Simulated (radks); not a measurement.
Species: Au4+. Configuration: [Xe] 4f14 5d7 (the NIST ground configuration). Method: scalar-relativistic Kohn-Sham, PBE, spin-polarised, spherical densities, point nucleus; open shells are filled with parallel spins first (spin-orbit coupling, left out, can overturn this in heavy ions); computed with a radial shooting solver on a logarithmic mesh with Libxc functionals.

Local quantities along the radius. ELF = 1/(1 + alpha^2) is the electron localisation function; alpha = (tau - tau_W)/tau_unif compares the Pauli kinetic energy density with that of the uniform gas (summed over spins). tau is taken from the large components.

```
   r/bohr * ELF (the largest magnitude, 0.999, reaches the edge; | marks zero)
 0.001703 |                                                      *
 0.001967 |                                                      *
 0.002272 |                                                      *
 0.002603 |                                                      *
 0.003006 |                                                      *
 0.003444 |                                                      *
 0.003977 |                                                      *
 0.004593 |                                                      *
 0.005263 |                                                      *
 0.006078 |                                                      *
 0.007019 |                                                     *
 0.008042 |                                                     *
 0.009287 |                                                    *
  0.01064 |                                                  *
  0.01229 |                                               *
  0.01419 |                                         *
  0.01626 |                                 *
  0.01878 |                        *
  0.02151 |                   *
  0.02484 |                 *
  0.02869 |                    *
  0.03287 |                          *
  0.03796 |                                 *
  0.04384 |                                      *
  0.05023 |                                        *
  0.05801 |                                      *
  0.06646 |                                 *
  0.07676 |                        *
  0.08864 |                  *
   0.1016 |                    *
   0.1173 |                           *
   0.1355 |                                   *
   0.1552 |                                      *
   0.1792 |                                    *
   0.2053 |                          *
   0.2371 |                *
   0.2739 |                *
   0.3138 |                          *
   0.3624 |                                    *
   0.4151 |                                      *
   0.4794 |                                    *
   0.5537 |                            *
   0.6344 |                   *
   0.7326 |                 *
   0.8461 |                       *
   0.9694 |                               *
    1.119 |                                    *
    1.283 |                                   *
    1.481 |                             *
    1.711 |                     *
     1.96 |             *
    2.263 |      *
    2.614 | *
    2.995 |*
    3.459 *
    3.963 *
    4.576 *
```

On this mesh the ELF has minima near r = 0.025, 0.089, 0.27, 0.73 bohr, which separate the shells, and maxima near 0.050 (0.74), 0.16 (0.72), 0.42 (0.72), 1.1 (0.67).
